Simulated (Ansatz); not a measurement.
`[OH][GeH2][F]` + HBr → `[F][GeH2][Br]` + H₂O at 400 K and 1 bar (ligand exchange at a Ge–O bond).

Program: Ansatz. Geometries: PBE0-D4/def2-TZVP. ΔE: electronic, gas phase. CBS: MP2 limit from def2 TZ/QZ plus the TZ coupled-cluster correction, frozen cores. This one scheme is used for every species. For Br, Ge outer-core shells are correlated without core-valence functions, which leaves a few kJ/mol of doubt a bond. Scalar relativity is left out up to krypton. One conformer a species, not always the lowest.

```json
{"species": "`[OH][GeH2][F]`", "CCSD(T)/CBS energy (Eh)": "-2252.93819", "H − E (kJ/mol)": "106.2", "S (J/(mol·K))": "313.8"}
{"species": "HBr", "CCSD(T)/CBS energy (Eh)": "-2573.91920", "H − E (kJ/mol)": "27.6", "S (J/(mol·K))": "207.2"}
{"species": "`[F][GeH2][Br]`", "CCSD(T)/CBS energy (Eh)": "-4750.49448", "H − E (kJ/mol)": "71.6", "S (J/(mol·K))": "327.1"}
{"species": "H₂O", "CCSD(T)/CBS energy (Eh)": "-76.37941", "H − E (kJ/mol)": "69.8", "S (J/(mol·K))": "198.6"}
```

H − E and S are ideal-gas, rigid-rotor, harmonic terms from PBE0-D4/def2-TZVP, for one conformer and one mirror image of each species. 1 Eh = 2625.50 kJ/mol, R = 8.31446 J/(mol·K).

Question: By hand: ΔE, ΔH, ΔS and ΔG.

Answer: ΔE = (-4750.49448) + (-76.37941) − (-2252.93819) − (-2573.91920) = -0.01650 Eh = -43.3 kJ/mol. Δ(H − E) = 71.6 + 69.8 − 106.2 − 27.6 = 7.6, so ΔH = -35.7 kJ/mol. ΔS = 327.1 + 198.6 − 313.8 − 207.2 = 4.7 J/(mol·K). ΔG = -35.7 − 400 × (4.7)/1000 = -37.6 kJ/mol.

Question: By hand: the equilibrium constant, and the temperature at which ΔG would vanish if ΔH and ΔS stayed fixed.

Answer: log₁₀ K = −ΔG/(RT ln 10) = 4.9. ΔH and −TΔS have one sign here, so there is no such temperature. One of them is within its doubt of zero, so this could turn.

The number of gas molecules stays the same, so ΔS is small and ΔH decides. A doubt of 5 kJ/mol in ΔE shifts log₁₀ K by 0.7 here. Other conformers and mirror images would add mixing entropy, several J/(mol·K) or more a flexible species. These are equilibria of isolated gas molecules and say nothing of rates. Largest T1 diagnostic: 0.012 (customary marks: 0.02 for closed shells, 0.045 for open ones).
